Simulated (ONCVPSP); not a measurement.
How hard is this technetium (Tc) ONCV potential?

- Element: Tc (Z = 43)
- Generator: ONCVPSP 4.0.1
- Type: optimised norm-conserving Vanderbilt (ONCV)
- Functional: revPBE
- Relativity: scalar-relativistic
- Frozen core: [Ar] 3d10
- Valence charge: 15
- Reference configuration: 4s2 4p6 4d5.5 5s1.5
- Partial waves: 4s+5s: rc 1.60 bohr, ncon 4, nbas 8, qcut 6.6 1/bohr, 2 projectors; 4p: rc 1.20 bohr, ncon 3, nbas 7, qcut 6.5 1/bohr, 2 projectors, debl 0.5 Ha; 4d: rc 2.40 bohr, ncon 3, nbas 7, qcut 7.1 1/bohr, 2 projectors, debl 3.6 Ha
- Local potential: polynomial inside 1.00 bohr (lpopt 5, dvloc0 6 Ha)
- Core correction: none

In the p channel the program set the typed energies aside and used -1.609, 0.250 Ha.

Q: For each optimised wave give the share of its norm inside rc, the residual kinetic energy above qcut (Ha) and the cutoffs (Ha) for errors of 10, 1, 0.1 and 0.01 mHa per electron.

A:

```tsv
wave	norm inside rc	residual KE	10 mHa	1 mHa	0.1 mHa	0.01 mHa
4s	0.919	9.5e-05	13.7	18.0	22.5	66.6
5s	0.043	4.9e-05	9.5	16.2	20.5	35.7
4p	0.568	3.0e-03	10.6	57.8	127.0	not reached
p projector 2	0.064	7.7e-04	8.6	19.6	48.9	159.3
4d	0.811	3.4e-08	12.7	15.9	18.8	21.1
d projector 2	0.189	1.0e-06	15.4	18.6	21.2	23.1
```

The occupied waves need 58 Ha and 127 Ha for 1 and 0.1 mHa.
